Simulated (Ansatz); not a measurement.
Au₄O₂⁻. Total charge -1; doublet. Geometry r2SCAN-D4/def2-SVPD.

```xyz
6

Au   -0.726   -1.778    0.943
Au   -2.455   -2.072    2.768
Au    0.933    0.209   -0.985
Au    0.248    3.273   -0.618
O     1.341    1.998   -1.606
O     0.659   -1.631   -0.502
```

In the def2 sets Au takes a core potential; there is no spin–orbit coupling. B3LYP takes the VWN-RPA correlation. At HF/def2-TZVPD the charge -1 doublet is spin-contaminated (final ⟨S²⟩ up to 1.37, 0.75 for a pure state). Another isomer (doublet) lies 0.53 eV lower at PBE0-D4/def2-TZVPD; other spin states weren't run for this one.

Question: Estimate the α-spin orbital energies around the gap (eV) in Ansatz with HF/def2-TZVPD, PBE-D4/def2-TZVPD, r2SCAN-D4/def2-TZVPD, B3LYP-D4/def2-TZVPD, PBE0-D4/def2-TZVPD.

Answer: 
```tsv
orbital	HF/def2-TZVPD	PBE-D4/def2-TZVPD	r2SCAN-D4/def2-TZVPD	B3LYP-D4/def2-TZVPD	PBE0-D4/def2-TZVPD
HOMO−9	-8.29	-3.28	-3.55	-4.48	-4.70
HOMO−8	-7.96	-3.03	-3.20	-3.90	-4.08
HOMO−7	-7.96	-2.68	-2.90	-3.81	-4.07
HOMO−6	-7.51	-2.67	-2.90	-3.81	-4.01
HOMO−5	-7.43	-2.66	-2.85	-3.58	-3.78
HOMO−4	-7.11	-2.51	-2.72	-3.56	-3.70
HOMO−3	-6.90	-2.51	-2.67	-3.24	-3.36
HOMO−2	-6.25	-2.16	-2.35	-3.16	-3.27
HOMO−1	-5.96	-1.90	-2.17	-3.07	-3.24
HOMO	-4.28	-1.87	-2.06	-2.68	-2.79
LUMO	3.86	-0.84	-0.66	-0.26	0.09
LUMO+1	3.99	0.87	1.07	1.40	1.67
LUMO+2	4.73	2.24	2.53	2.61	2.86
LUMO+3	4.74	2.34	2.63	2.70	2.96
LUMO+4	5.27	2.61	2.95	2.97	3.25
LUMO+5	5.43	2.77	3.12	3.14	3.41
β HOMO	-3.97	-1.82	-1.97	-2.56	-2.67
β LUMO	3.88	-1.10	-0.93	-0.36	0.03
```
